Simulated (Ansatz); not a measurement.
Cost and result for the atomization energy of CH3ClF2OSi (`O[Si](F)(F)CCl`) (9 atoms, 8 bonds).

```xyz
9

O    -1.7017   -0.1446    0.7103
Si   -0.1064   -0.3866    0.7100
F     0.4239    0.0812    2.1211
F     0.2505   -1.9201    0.5598
C     0.7807    0.5547   -0.6252
Cl   -0.0217    0.1987   -2.1851
H    -2.1818   -0.2786   -0.1088
H     0.7297    1.6317   -0.4655
H     1.8270    0.2638   -0.7165
```

Total charge 0; spin multiplicity 1. All single points use the PBE0-D4/def2-TZVP geometry. It is one conformer, not always the lowest. Program: Ansatz. All runs use 4 threads of an Arm Neoverse V1 on a shared host. Times are those of one run each, without the atoms' runs, and a repeat can differ threefold. Electronic energies, without spin–orbit coupling; frozen cores. CCSD(T)/CBS adds CCSD(T) − MP2 in def2-TZVPP to the MP2 limit, and its time is that of the two runs behind it. T1 = 0.011. B3LYP takes the VWN-RPA correlation (the form of Gaussian; ORCA's B3LYP/G).

CCSD(T)/CBS is a level of theory with its own doubt, some kJ/mol a heavy atom from the limit and from the frozen cores, so smaller differences don't rank the functionals.

| level | functions | wall time |
| --- | --- | --- |
| LDA (SPW92)/def2-TZVPP | 250 | 1.3 s |
| revPBE-D4/def2-TZVPP | 250 | 2.1 s |
| PBE-D4/def2-TZVPP (with forces) | 250 | 2.6 s |
| PBE0-D4/def2-TZVPP | 250 | 3.3 s |
| CAM-B3LYP-D4/def2-TZVPP | 250 | 3.8 s |
| B3LYP-D4/def2-TZVPP (with forces) | 250 | 5.5 s |
| r2SCANh-D4/def2-TZVPP | 250 | 5.5 s |
| PBE-QIDH/def2-TZVPP | 250 | 6 s |
| CCSD(T)/def2-SVP | 107 | 6 s |
| ωB97X-V/def2-TZVPP | 250 | 7.5 s |
| MP2/def2-QZVPP | 458 | 20 s |
| CCSD(T)/def2-TZVPP | 250 | 3.4 min |
| CCSD(T)/CBS(def2) | – | 3.7 min |

Problem. What atomization energy does each give, and how far from CCSD(T)/CBS? (Estimate.)

Solution. The calculation gave: 
| level | atomization (kcal/mol) | difference from CCSD(T)/CBS | per bond |
| --- | --- | --- | --- |
| LDA (SPW92)/def2-TZVPP | 1004.1 | 128.5 | 16.1 |
| revPBE-D4/def2-TZVPP | 858.4 | -17.2 | -2.2 |
| PBE-D4/def2-TZVPP (with forces) | 884.6 | 9.0 | 1.1 |
| PBE0-D4/def2-TZVPP | 864.5 | -11.1 | -1.4 |
| CAM-B3LYP-D4/def2-TZVPP | 871.5 | -4.1 | -0.5 |
| B3LYP-D4/def2-TZVPP (with forces) | 862.4 | -13.2 | -1.6 |
| r2SCANh-D4/def2-TZVPP | 865.6 | -10.0 | -1.3 |
| PBE-QIDH/def2-TZVPP | 863.5 | -12.1 | -1.5 |
| CCSD(T)/def2-SVP | 799.6 | -76.0 | -9.5 |
| ωB97X-V/def2-TZVPP | 871.6 | -4.0 | -0.5 |
| MP2/def2-QZVPP | 896.1 | 20.5 | 2.6 |
| CCSD(T)/def2-TZVPP | 848.2 | -27.4 | -3.4 |
| CCSD(T)/CBS(def2) | 875.6 | 0.0 | 0.0 |

From PBE to PBE0 (25 % exact exchange), in def2-TZVPP and without D4, the atomization energy moves by −19.3 kcal/mol: exact exchange takes away binding that semilocal exchange gives to molecules. In def2-TZVPP, CCSD(T) changes the Hartree–Fock value by +213.5 kcal/mol (the triples alone add +14.3 kcal/mol) and MP2 by +244.8 kcal/mol; breaking electron pairs costs correlation energy, which Hartree–Fock lacks. The D4 term adds +8.5 kcal/mol with B3LYP and +4.4 kcal/mol with PBE0; it sums over pairs of atoms, weighted by their polarisabilities, and B3LYP, whose exchange is more repulsive, gets the larger term.
